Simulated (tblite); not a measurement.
Species: C7H7 (doublet state).
Numbering: `[CH2:1]=[CH:2][C:3]1[CH:4]=[CH:5][CH:6]=[CH:7]1` (hydrogens: H8, H9 on C1; H10 on C2; H11 on C4; H12 on C5; H13 on C6; H14 on C7)

Cartesian coordinates in Å at the GFN2-xTB level; atoms count from 1:
```xyz
14
C7H7 angstrom
C      2.388    0.570   -0.628
C      1.466   -0.407   -0.526
C      0.137   -0.228   -0.079
C     -0.499    0.992    0.348
C     -1.781    0.703    0.677
C     -2.000   -0.721    0.471
C     -0.843   -1.270    0.020
H      3.385    0.371   -0.981
H      2.163    1.588   -0.360
H      1.739   -1.418   -0.808
H     -0.027    1.955    0.389
H     -2.532    1.386    1.030
H     -2.932   -1.223    0.655
H     -0.665   -2.299   -0.230
```

Structure optimised with GFN2-xTB, isolated species. This method treats the open shell by occupation alone, without spin polarisation.

Masses are those of the commonest isotopes; rigid-rotor values at the optimised geometry. The values belong to one conformer with, in the numbering `[CH2:1]=[CH:2][C:3]1[CH:4]=[CH:5][CH:6]=[CH:7]1`, C1–C2–C3–C4 0°.

(1) What are A, B and C (MHz)?

(2) Classify the top.

(3) Is it planar, by Δ = Ic − Ia − Ib?

(4) Estimate the classical rotational partition function at 50 K, 100 K and 298.15 K.

Answers

(1) Ia = 67.22, Ib = 246.10, Ic = 313.32 u·Å²; 505379 MHz·u·Å²/I gives A = 7519, B = 2054, C = 1613 MHz.

(2) An asymmetric top. Ray's parameter κ = (2B − A − C)/(A − C) = -0.851; −1 is the prolate and +1 the oblate limit.

(3) Planar: Δ = Ic − Ia − Ib = 0.00 u·Å². For a rigid frame Δ = −2 Σ m c², so it vanishes when all atoms lie in the ab plane; here none is more than 0.01 Å from it.

(4) Point group Cs, symmetry number σ = 1; q = (√π/σ)·√((kT/h)³/(ABC)), k/h = 20836.6 MHz/K: 11900 at 50 K, 33800 at 100 K, 174000 at 298.15 K.

For this open shell read J as N, the rotation without spin; fine and hyperfine splittings come on top. Its GFN2-xTB frequencies are all real (lowest 106 cm⁻¹). These are rigid-rotor constants of the computed structure; measured ground-state constants (B0) also hold zero-point vibration.
